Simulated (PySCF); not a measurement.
## Bonding in `C/C(=P\CCP)C(F)(F)F`

C₅H₉F₃P₂.
Atom-mapped SMILES: `[CH3:1]/[C:2](=[P:3]\[CH2:4][CH2:5][PH2:6])[C:7]([F:8])([F:9])[F:10]` (hydrogens: H11, H12, H13 on C1; H14, H15 on C4; H16, H17 on C5; H18, H19 on P6)

Structure used (GFN2-xTB), in Å, numbered top down from 1:
```xyz
19
C5H9F3P2 angstrom
C     -1.8380   -0.9059    0.7668
C     -1.4047    0.3424    0.0666
P      0.0724    0.7759   -0.6123
C      1.0953   -0.7502   -0.2883
C      2.5076   -0.5980   -0.8425
P      3.5420    0.6992    0.0009
C     -2.4857    1.3575   -0.0857
F     -2.0621    2.4735   -0.7012
F     -3.0120    1.7516    1.0915
F     -3.5280    0.9001   -0.8104
H     -2.5537   -0.6607    1.5511
H     -0.9955   -1.4294    1.2096
H     -2.3336   -1.5798    0.0650
H      0.6022   -1.6025   -0.7656
H      1.1394   -0.9363    0.7888
H      3.0481   -1.5465   -0.7535
H      2.4786   -0.3463   -1.9070
H      2.5754    1.7060   -0.0783
H      3.1424    0.3586    1.2972
```

Bond orders from the PBE0/pcSseg-1 density (PySCF). One conformer (not necessarily the lowest) at the GFN2-xTB geometry, without solvent, vibrations or thermal averaging. GFN2-xTB frequencies show an imaginary mode (54i cm⁻¹), so this geometry is no minimum at that level.

Question: How far do the computed orders between heavy atoms stray from the drawn ones?

Answer: The largest departure is 0.216, at C2–P3 (drawn double, 1.784).

Question: Set the Mayer orders of the bonds beside their lengths.

Answer: 
```csv
bond,drawn as,length (Å),Mayer order
C1–C2,single,1.495,1.000
C2–P3,double,1.682,1.784
P3–C4,single,1.866,0.910
C4–C5,single,1.525,1.020
C5–P6,single,1.861,0.990
C2–C7,single,1.491,1.004
C7–F8,single,1.343,0.998
C7–F9,single,1.348,0.992
C7–F10,single,1.349,0.997
C1–H11,single,1.090,0.945
C1–H12,single,1.086,0.955
C1–H13,single,1.092,0.937
C4–H14,single,1.094,0.927
C4–H15,single,1.094,0.921
C5–H16,single,1.095,0.941
C5–H17,single,1.094,0.939
P6–H18,single,1.398,0.933
P6–H19,single,1.399,0.943
```

By pair of heavy elements: C–C: lowest C1–C2 (1.000, 1.495 Å), highest C4–C5 (1.020, 1.525 Å); in 1 of the 3 pairs the longer bond (by over 0.003 Å) has the higher order (by 0.02 or more). C–P: lowest P3–C4 (0.910, 1.866 Å), highest C2–P3 (1.784, 1.682 Å). C–F: all 3 within 0.02 of one another (0.992 to 0.998).

Question: Sum the orders of all bonds at each heavy atom with more than one neighbour and set the sums beside the valence in the SMILES.

Answer: C1 3.837 (drawn 4), C2 3.788 (drawn 4), P3 2.694 (drawn 3), C4 3.778 (drawn 4), C5 3.890 (drawn 4), P6 2.866 (drawn 3), C7 3.991 (drawn 4). Orders between atoms that aren't bonded are not in these sums.

The Mayer order sums products of elements of PS (density times overlap matrix) between the two atoms' basis functions, so it depends on the basis set.

These values come from a run that also computed NMR shieldings. Rough CPU time on one thread of a shared machine: about 2.2 min.
